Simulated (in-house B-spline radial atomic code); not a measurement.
## The tin ion Sn⁷⁺: [Ar] 3d10 4s1 4p6 4d8 (with a hole in an inner shell)

Level of theory: Dirac-Hartree-Fock, average of configuration, Fermi nucleus of rms radius 4.6519 fm; calculated with a radial B-spline atomic code at the basis-set limit.

Effective charges: Z_r = [3n² - l(l+1)]/(2<r>) from the radius, Z_e = n√(-2ε) from the energy, and Slater's rules. Values are occupation-weighted means over j. An effective charge above Z reflects the relativistic contraction of the inner shells.

```csv
shell,electrons,ε (eV),<r> (bohr),Z_r,Z_e,Slater
1s,2,-29489,0.02905,51.64,46.56,49.70
2s,2,-4642.9,0.1249,48.03,36.95,45.85
2p,6,-4177.9,0.1094,45.68,35.05,45.85
3s,2,-1028,0.3375,40.00,26.08,38.75
3p,6,-872.22,0.3355,37.26,24.02,38.75
3d,10,-629.86,0.3133,33.52,20.41,28.85
4s,1,-268.92,0.8028,29.89,17.78,22.60
4p,6,-213.97,0.858,26.81,15.86,22.60
4d,8,-139.19,0.9766,21.50,12.79,12.55
```

The least bound orbital is 4d5/2 at -138.7 eV, and it is also the most diffuse (<r> = 0.9803 bohr). The part-filled 4s shell lies below the filled 4p shell in orbital energy.

Spin-orbit splittings of the orbital energies (j = l + 1/2 above j = l - 1/2 when positive): 2p 231.7 eV, 3p 43.64 eV, 3d 8.88 eV, 4p 8.435 eV, 4d 1.333 eV.

For the 1s electron the small component carries 3.37 % of the norm, the zero-frequency Breit interaction raises the level by 67.7 eV, self-energy by 38.35 eV, and vacuum polarisation lowers it by 5.048 eV.
